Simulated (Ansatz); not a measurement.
A geometry relaxed with r2SCAN-D4/def2-SVP (Ansatz, a quantum-chemistry and plane-wave program), charge 0, multiplicity 1:

```xyz
17

H      1.3871    -1.2319     1.2776
H      3.3197    -0.5428    -0.2205
H      2.1830     0.1804    -1.3763
H     -2.4821    -1.2849     1.5254
C      2.3303    -0.0619    -0.3107
C      1.2171    -0.9620     0.2218
N     -0.3528     2.0234     0.3976
H      0.1484     2.4434    -0.3866
N     -1.4714    -0.3366    -1.7654
H     -2.4256     0.0113    -1.8715
Sn    -0.7062     0.0272     0.1089
N     -2.1546    -0.3173     1.5344
H      2.3741     0.8907     0.2419
H     -1.4926    -1.3296    -2.0033
H     -1.7971    -0.1464     2.4769
H     -1.2269     2.5425     0.4953
H      1.1496    -1.9056    -0.3457
```

Task: Write the SMILES of this molecule.

Result: `C[CH2][Sn]([NH2])([NH2])[NH2]`
